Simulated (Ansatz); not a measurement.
Abridged output of a molecular run in Ansatz:

```
Functional definition: HF
1378 factors; integrals over basis functions are off by at most 9.8e-4 eV
mean field evaluation 1: about -11283.4011 eV, gradient 4.5e1 eV
mean field evaluation 2: about -11283.5641 eV, gradient 4.5e1 eV
mean field evaluation 4: about -11287.4253 eV, gradient 3.0e0 eV
mean field evaluation 8: about -11287.4804 eV, gradient 2.3e-1 eV
mean field -11287.48058385 eV, -414.8072605272 hartree, gradient 1.6e-6 eV, S^2 0.000000; 0 other end points of the search recorded, 0 dependent functions left out
7 core orbitals not correlated: weight in the atoms' cores, before any rotation towards them, 1.000 or more for the frozen orbitals, at most 0.000 for the correlated occupied ones
reference -11287.48058385 eV, -414.8072605272 hartree; 17, 17 occupied and 175, 175 virtual orbitals, 1378 factors
second order -25.17328720 eV of doubles, -0.00000000 eV of singles
cycle   1  -24.83984204 eV  change    3.3e-1 eV  update   1.2e-1
cycle   2  -25.44092036 eV  change   -6.0e-1 eV  update   3.8e-2
cycle   3  -25.59489132 eV  change   -1.5e-1 eV  update   2.2e-2
cycle   4  -25.57939130 eV  change    1.6e-2 eV  update   6.1e-3
cycle   5  -25.57321886 eV  change    6.2e-3 eV  update   2.6e-3
cycle   6  -25.57461693 eV  change   -1.4e-3 eV  update   9.7e-4
cycle   7  -25.57469483 eV  change   -7.8e-5 eV  update   3.1e-4
cycle   8  -25.57451509 eV  change    1.8e-4 eV  update   1.1e-4
cycle   9  -25.57453760 eV  change   -2.3e-5 eV  update   4.2e-5
cycle  10  -25.57458037 eV  change   -4.3e-5 eV  update   1.4e-5
cycle  11  -25.57456301 eV  change    1.7e-5 eV  update   6.2e-6
perturbative correction -0.81990733 eV, -0.0301310385 hartree
Total energy: -11313.87505418 eV, -415.7772394213 hartree
```

Its atoms:

Cartesian coordinates in Å:
```
O 0.499 1.189 -1.369
B 0.523 1.202 -0.035
Sn -0.314 -0.744 0.775
F -0.591 -1.324 -1.094
H 0.133 0.358 -1.725
H 0.945 2.154 0.549
H 0.675 -1.971 1.432
H -1.870 -0.864 1.466
```

Which basis set was used?
A. def2-TZVPP
B. cc-pV(D+d)Z
C. def2-QZVPP
D. def2-TZVPPD

A. It gives 199 functions.

Write the keys of the input that set method, charge and spin (a neutral closed shell needs none for the last two).


```yaml
correlation: {method: ccsd_t}
```
